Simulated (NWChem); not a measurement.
System: phosphine (PH3); SMILES P

```xyz
4

P      0.0000     0.0000     0.1324
H     -0.7778     0.9087    -0.6417
H      1.1758     0.2192    -0.6417
H     -0.3981    -1.1279    -0.6417
```
Atoms are numbered in this order, from 1.

All runs use the structure optimised with B3LYP/6-31G* (spherical d). No frequency run checked for a minimum.

### Question
Give the principal values of the shielding tensors (ppm) of P1 from B3LYP/6-31G* (spherical d), GIAO (NWChem), with their diamagnetic and paramagnetic parts as GIAO splits them.

### Answer
```csv
atom,σ11,σ22,σ33,isotropic,diamagnetic,paramagnetic
P1,556.1,602.3,602.3,586.9,966.6,-379.7
```
